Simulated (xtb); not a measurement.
HO$_{2}$, doublet, geometry from GFN2-xTB; GFN1-xTB run with xtb.

Input for xtb:
```
$ xtb mol.xyz --gfn 1 --uhf 1 --acc 30 --json

# file mol.xyz
3

O      0.06734955     0.70545160    -0.04079075
O      0.02832837    -0.59600105    -0.02035813
H     -0.76542330    -0.87560443     0.48919096
```

Output, abridged:

```
   ID    Z sym.   atoms
    1    8 O      1, 2
    2    1 H      3

           -------------------------------------------------
          |                Calculation Setup                |
           -------------------------------------------------

           -------------------------------------------------
          |                 G F N 1 - x T B                 |
           -------------------------------------------------

          ...................................................
          :                      SETUP                      :
          :.................................................:
          :  # basis functions                  10          :
          :  # atomic orbitals                  10          :
          :  # shells                            6          :
          :  # electrons                        13          :
          :  # halogen bonds                     0          :
          :  max. iterations                   250          :
          :  Hamiltonian                  GFN1-xTB          :
          :  restarted?                      false          :
          :  GBSA solvation                  false          :
          :  PC potential                    false          :
          :  electronic temp.          300.0000000     K    :
          :  accuracy                   30.0000000          :
          :  -> integral cutoff          0.2000000E+02      :
          :  -> integral neglect         0.3000000E-06      :
          :  -> SCF convergence          0.3000000E-04 Eh   :
          :  -> wf. convergence          0.6000000E-03 e    :
          :  Broyden damping             0.4000000          :
          :  net charge                          0          :
          :  unpaired electrons                  1          :
          ...................................................

 iter      E             dE          RMSdq      gap      omega  full diag
   1     -9.7252928 -0.972529E+01  0.421E+00    9.16       0.0  T
   2     -9.7363247 -0.110319E-01  0.251E+00    8.28       1.0  T
   3     -9.7371021 -0.777370E-03  0.114E+00    8.22       1.0  T
   4     -9.7374531 -0.350989E-03  0.100E-01    8.00       1.0  T
   5     -9.7374630 -0.999162E-05  0.117E-02    8.06       4.9  T
   6     -9.7374635 -0.424608E-06  0.229E-04    8.06     251.9  T
   7     -9.7374635 -0.989857E-10  0.535E-05    8.06    1078.7  T

   *** convergence criteria satisfied after 7 iterations ***

         :::::::::::::::::::::::::::::::::::::::::::::::::::::
         ::                     SUMMARY                     ::
         :::::::::::::::::::::::::::::::::::::::::::::::::::::
         :: total energy              -9.717943322767 Eh    ::
         :: gradient norm              0.006227429156 Eh/a0 ::
         :: HOMO-LUMO gap              8.063541761601 eV    ::
         ::.................................................::
         :: SCC energy                -9.737463470839 Eh    ::
         :: -> electrostatic           0.025479928895 Eh    ::
         :: repulsion energy           0.019718360721 Eh    ::
         :: dispersion energy         -0.000198212649 Eh    ::
         :: halogen bond corr.         0.000000000000 Eh    ::
         :: add. restraining           0.000000000000 Eh    ::
         :: total charge               0.000000000000 e     ::
         :::::::::::::::::::::::::::::::::::::::::::::::::::::

           -------------------------------------------------
          |                Property Printout                |
           -------------------------------------------------

    * Orbital Energies and Occupations

         #    Occupation            Energy/Eh            Energy/eV
      -------------------------------------------------------------
         1        2.0000           -0.9083439             -24.7173
         2        2.0000           -0.8016896             -21.8151
         3        2.0000           -0.7134235             -19.4132
         4        2.0000           -0.6786830             -18.4679
         5        2.0000           -0.6612839             -17.9944
         6        2.0000           -0.5072310             -13.8025
         7        1.0000           -0.4763016             -12.9608 (HOMO)
         8                         -0.1799719              -4.8973 (LUMO)
         9                          0.0356773               0.9708
        10                          0.2619133               7.1270
      -------------------------------------------------------------
                  HL-Gap            0.2963297 Eh            8.0635 eV
             Fermi-level           -0.4099515 Eh          -11.1553 eV

  Mulliken/CM5 charges         n(s)   n(p)   n(d)
     1O    -0.22038 -0.23823   1.785  4.435  0.000
     2O    -0.16220 -0.31974   1.700  4.462  0.000
     3H     0.38257  0.55797   0.617  0.000  0.000

Wiberg/Mayer (AO) data.
largest (>0.10) Wiberg bond orders for each atom

 ---------------------------------------------------------------------------
     #   Z sym  total        # sym  WBO       # sym  WBO       # sym  WBO
 ---------------------------------------------------------------------------
     1   8 O    1.481 --     2 O    1.448
     2   8 O    2.288 --     1 O    1.448     3 H    0.840
     3   1 H    0.873 --     2 O    0.840
 ---------------------------------------------------------------------------

Topologies differ in total number of bonds
Writing topology from bond orders to xtbtopo.mol

 dipole moment from electron density (au)
     X       Y       Z
  -0.8200  -0.9228   0.5241  total (Debye):    3.409

           -------------------------------------------------
          | TOTAL ENERGY               -9.717943322767 Eh   |
          | GRADIENT NORM               0.006227429156 Eh/α |
          | HOMO-LUMO GAP               8.063541761601 eV   |
           -------------------------------------------------

normal termination of xtb
```
